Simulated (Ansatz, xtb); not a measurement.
Pulling on the H–H spacing in H8 chain (multiplicity 1 held). Energies count from the point at 0.900 Å.
Geometry at that point (charge 0, multiplicity 1):
| atom | x (Å) | y (Å) | z (Å) |
|---|---|---|---|
| H | 0.0000 | 0.0000 | 0.0000 |
| H | 0.0000 | 0.0000 | 0.9000 |
| H | 0.0000 | 0.0000 | 1.8000 |
| H | 0.0000 | 0.0000 | 2.7000 |
| H | 0.0000 | 0.0000 | 3.6000 |
| H | 0.0000 | 0.0000 | 4.5000 |
| H | 0.0000 | 0.0000 | 5.4000 |
| H | 0.0000 | 0.0000 | 6.3000 |

```csv
level,energy at R = 3.600 Å (kcal/mol),minus FCI/6-31G,cost
GFN2-xTB,405.48,129.11,-
R-HF/6-31G,731.29,454.92,-
U-HF/6-31G,198.15,-78.22,-
R-MP2/6-31G,407.08,130.70,-
U-MP2/6-31G,254.42,-21.95,-
R-SCS-MP2/6-31G,338.42,62.05,-
U-SCS-MP2/6-31G,260.21,-16.16,-
U-CCSD/6-31G,275.11,-1.26,-
U-CCSD(T)/6-31G,276.17,-0.20,×1
"CASSCF(8,8)/6-31G",258.42,-17.95,-
"SC-NEVPT2 on CASSCF(8,8)/6-31G",271.88,-4.49,-
"FIC-NEVPT4(SD) on CASSCF(8,8)/6-31G",275.62,-0.75,-
"FIC-MRCISD on CASSCF(8,8)/6-31G",275.89,-0.48,-
"FIC-MRCISD+Q on CASSCF(8,8)/6-31G",276.12,-0.25,-
FCI/6-31G,276.37,0.00,×20
```

 Full CI is exact for the correlated electrons in its own basis alone.

The rows run from 198.15 (U-HF/6-31G) to 731.29 kcal/mol (R-HF/6-31G).

R- and RO- levels are restricted; in cc, def2 and unpolarised 6-31G sets they are followed outwards from rest. U- levels take the lowest unrestricted solution at each point, which mixes spins at long bonds. Active spaces are followed from rest. Full CI gives the lowest state of the spin. Curves can end on different states.

Doubts at one or more of the structures used: a restricted determinant that unrestricted orbitals would lower (R-HF/6-31G, R-MP2/6-31G, R-SCS-MP2/6-31G); a spin-contaminated determinant (U-HF/6-31G, U-MP2/6-31G, U-SCS-MP2/6-31G, U-CCSD/6-31G, U-CCSD(T)/6-31G).

Programs: Ansatz (Gaussian orbitals); xtb for the GFN methods. Values without a source in brackets are computed. The GFN methods have no spin term and hold the electronic entropy of 300 K.

Costs are rough ratios of core time to U-CCSD(T)/6-31G (about 1.6 s over the structures, on one shared machine); a dash marks a level with no comparable run of its own.

Ansatz is a first-principles code.
